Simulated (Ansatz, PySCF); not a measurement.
Potential energy curve for LiNa, singlet.

- RKS-B3LYP/6-311+G** = restricted B3LYP/6-311+G**, spherical d run with PySCF
- RKS-wB97X-V = PySCF with restricted wB97X-V/cc-pVTZ
- UHF/cc-pVTZ (PySCF)
- RKS-PBE = restricted PBE/cc-pVTZ (Ansatz, a quantum-chemistry and plane-wave program)
- RKS-CAM-B3LYP = restricted CAM-B3LYP/cc-pVTZ (PySCF 2.14.0)

Energies are in mEh, each relative to the lowest point of its own curve near equilibrium.

```json
[
 {"R / Å": "2.33", "RKS-B3LYP/6-311+G**": "10.6", "RKS-wB97X-V": "11.6", "UHF": "15.9", "RKS-PBE": "11.3", "RKS-CAM-B3LYP": "9.7"},
 {"R / Å": "2.49", "RKS-B3LYP/6-311+G**": "4.9", "RKS-wB97X-V": "5.4", "UHF": "9.4", "RKS-PBE": "5.4", "RKS-CAM-B3LYP": "4.2"},
 {"R / Å": "2.64", "RKS-B3LYP/6-311+G**": "1.7", "RKS-wB97X-V": "1.9", "UHF": "5.5", "RKS-PBE": "2.0", "RKS-CAM-B3LYP": "1.3"},
 {"R / Å": "2.75", "RKS-B3LYP/6-311+G**": "0.5", "RKS-wB97X-V": "0.5", "UHF": "3.5", "RKS-PBE": "0.7", "RKS-CAM-B3LYP": "0.2"},
 {"R / Å": "2.82", "RKS-B3LYP/6-311+G**": "0.1", "RKS-wB97X-V": "0.1", "UHF": "2.4", "RKS-PBE": "0.2", "RKS-CAM-B3LYP": "0.0"},
 {"R / Å": "2.93", "RKS-B3LYP/6-311+G**": "0.0", "RKS-wB97X-V": "0.0", "UHF": "1.2", "RKS-PBE": "0.0", "RKS-CAM-B3LYP": "0.1"},
 {"R / Å": "3.01", "RKS-B3LYP/6-311+G**": "0.3", "RKS-wB97X-V": "0.3", "UHF": "0.7", "RKS-PBE": "0.2", "RKS-CAM-B3LYP": "0.6"},
 {"R / Å": "3.08", "RKS-B3LYP/6-311+G**": "0.7", "RKS-wB97X-V": "0.8", "UHF": "0.3", "RKS-PBE": "0.5", "RKS-CAM-B3LYP": "1.2"},
 {"R / Å": "3.25", "RKS-B3LYP/6-311+G**": "2.3", "RKS-wB97X-V": "2.7", "UHF": "0.0", "RKS-PBE": "2.0", "RKS-CAM-B3LYP": "3.2"},
 {"R / Å": "3.37", "RKS-B3LYP/6-311+G**": "3.9", "RKS-wB97X-V": "4.5", "UHF": "0.1", "RKS-PBE": "3.4", "RKS-CAM-B3LYP": "5.1"},
 {"R / Å": "3.61", "RKS-B3LYP/6-311+G**": "7.6", "RKS-wB97X-V": "8.9", "UHF": "0.6", "RKS-PBE": "6.9", "RKS-CAM-B3LYP": "9.4"},
 {"R / Å": "3.91", "RKS-B3LYP/6-311+G**": "12.7", "RKS-wB97X-V": "15.2", "UHF": "1.5", "RKS-PBE": "11.7", "RKS-CAM-B3LYP": "15.5"},
 {"R / Å": "4.39", "RKS-B3LYP/6-311+G**": "21.0", "RKS-wB97X-V": "26.1", "UHF": "2.9", "RKS-PBE": "19.5", "RKS-CAM-B3LYP": "25.5"},
 {"R / Å": "4.87", "RKS-B3LYP/6-311+G**": "28.3", "RKS-wB97X-V": "36.6", "UHF": "3.8", "RKS-PBE": "26.5", "RKS-CAM-B3LYP": "34.6"},
 {"R / Å": "5.33", "RKS-B3LYP/6-311+G**": "34.1", "RKS-wB97X-V": "45.7", "UHF": "4.3", "RKS-PBE": "32.0", "RKS-CAM-B3LYP": "42.3"},
 {"R / Å": "5.86", "RKS-B3LYP/6-311+G**": "39.4", "RKS-wB97X-V": "55.0", "UHF": "4.6", "RKS-PBE": "37.0", "RKS-CAM-B3LYP": "49.6"},
 {"R / Å": "6.39", "RKS-B3LYP/6-311+G**": "43.4", "RKS-wB97X-V": "62.9", "UHF": "4.7", "RKS-PBE": "40.6", "RKS-CAM-B3LYP": "55.6"},
 {"R / Å": "7.17", "RKS-B3LYP/6-311+G**": "47.5", "RKS-wB97X-V": "72.2", "UHF": "4.7", "RKS-PBE": "44.2", "RKS-CAM-B3LYP": "62.3"},
 {"R / Å": "7.92", "RKS-B3LYP/6-311+G**": "50.0", "RKS-wB97X-V": "79.1", "UHF": "4.8", "RKS-PBE": "46.1", "RKS-CAM-B3LYP": "66.9"},
 {"R / Å": "8.84", "RKS-B3LYP/6-311+G**": "51.9", "RKS-wB97X-V": "85.2", "UHF": "4.8", "RKS-PBE": "47.3", "RKS-CAM-B3LYP": "70.9"}
]
```

At the longest distance, 8.84 Å, RKS-wB97X-V lies highest above its minimum (85.2 mEh) and UHF lowest (4.8 mEh).

The restricted form behind RKS-B3LYP/6-311+G**, RKS-wB97X-V, RKS-PBE, RKS-CAM-B3LYP keeps the bonding electrons paired and can't separate into open-shell fragments. The unrestricted determinant behind UHF is spin-contaminated at 2.33 to 8.84 Å (<S²> up to 1.0, against 0.00 for a pure singlet).
